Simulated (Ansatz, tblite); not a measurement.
Isomers of Cu2O⁻ (doublet), found by a short tight-binding search and relaxed with r2SCAN-D4/def2-TZVPD in Ansatz.

The xTB rows come from tblite.

Run but left out: HF/def2-TZVPD (A: ⟨S²⟩ 1.77, where a pure state has 0.75); MP2/def2-TZVPD, CCSD/def2-TZVPD, CCSD(T)/def2-TZVPD (flagged by the program: other amplitudes).

A: At PBE-D4/def2-TZVPD, r2SCAN-D4/def2-TZVPD, B97M-V/def2-TZVPD, PBE0-D4/def2-TZVPD the highest occupied level of the charge -1 doublet lies above zero (up to 0.60 eV). It is a level of α spin, whose loss leaves a singlet; that state wasn't run at this geometry and level. The electron is either unbound and held by the finite basis, or the level is raised by self-interaction error. At r2SCAN-D4/def2-TZVPD the charge -1 doublet is spin-contaminated (final ⟨S²⟩ up to 0.86, 0.75 for a pure state). B: At PBE-D4/def2-TZVPD, r2SCAN-D4/def2-TZVPD, B97M-V/def2-TZVPD, PBE0-D4/def2-TZVPD the highest occupied level of the charge -1 doublet lies above zero (up to 0.94 eV). By energy differences its removal costs 1.32 eV (vertical, to the charge 0 singlet, at PBE-D4/def2-TZVPD); a positive level beside a positive removal energy at the same level points to self-interaction error.

Other spin states were run for one of them alone.

A:

Cartesian coordinates in Å:
```
Cu 0.3764 -1.6220 -0.5120
Cu -0.3755 1.6222 0.5120
O -0.0009 -0.0002 -0.0001
```

B:

```xyz
3

Cu    1.282   -0.262   -0.058
Cu   -1.115   -0.158   -0.670
O    -0.168    0.420    0.728
```

Q: Estimate their order by electronic energy at PBE0-D4/def2-TZVPD, counted from the lowest.

A: B (0.00) < A (0.28), in eV.

Q: Do the other levels pick the same lowest one?

A: All that were run do. Energies above each level's lowest (eV):

| level | A | B |
| --- | --- | --- |
| GFN1-xTB | 1.09 | 0.00 |
| GFN2-xTB | 1.28 | 0.00 |
| PBE-D4/def2-TZVPD | 0.32 | 0.00 |
| r2SCAN-D4/def2-TZVPD | 0.28 | 0.00 |
| B97M-V/def2-TZVPD | 0.29 | 0.00 |
| PBE0-D4/def2-TZVPD | 0.28 | 0.00 |
Point groups (tolerance 0.1 Å): A D∞h, B C2v. Lower isomers may exist.
